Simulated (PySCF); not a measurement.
Te(Br)(SMe) (CH3BrSTe), SMILES CS[Te]Br.

Coordinates come from a B3LYP-D3(BJ)/def2-SVP optimisation. The structure was generated by enumeration, and PubChem lists no compound with its InChIKey, so it may never have been made. The def2 effective core potentials stand for the cores of Te; spin–orbit coupling is left out. One conformer was computed; it need not be the lowest.

These are TDA-M06-2X/def2-SVPD (PySCF) values and carry that method's errors.

Vertical excitations. Isolated molecule, no solvent.

Computed lowest excited states:
| state | energy (eV) | λ (nm) | f | main pairs |
|---|---|---|---|---|
| S1 | 2.41 | 515 | 0.000 | HOMO→LUMO 96 % |
| S2 | 3.41 | 363 | 0.001 | HOMO→LUMO+1 93 % |
| S3 | 4.08 | 304 | 0.023 | HOMO−1→LUMO 48 %, HOMO−1→LUMO+1 31 %, HOMO−2→LUMO 11 % |
| S4 | 4.22 | 294 | 0.012 | HOMO−2→LUMO 76 %, HOMO−1→LUMO+1 17 % |
| S5 | 4.42 | 281 | 0.024 | HOMO−1→LUMO+1 44 %, HOMO−1→LUMO 36 %, HOMO−2→LUMO 8 % |
| S6 | 4.73 | 262 | 0.006 | HOMO−3→LUMO 91 % |
| S7 | 5.56 | 223 | 0.019 | HOMO−4→LUMO 80 % |
| S8 | 5.96 | 208 | 0.082 | HOMO−2→LUMO+1 58 %, HOMO−4→LUMO 9 % |
| S9 | 6.07 | 204 | 0.042 | HOMO→LUMO+2 79 % |
| S10 | 6.19 | 200 | 0.007 | HOMO−3→LUMO+1 91 % |
| T1 | 1.77 | 702 | 0 | HOMO→LUMO 96 % |
| T2 | 2.82 | 440 | 0 | HOMO→LUMO+1 92 % |
| T3 | 3.45 | 359 | 0 | HOMO−1→LUMO 78 %, HOMO−1→LUMO+1 17 % |
| T4 | 3.70 | 335 | 0 | HOMO−2→LUMO 94 % |
Triplets are in the Tamm–Dancoff approximation.
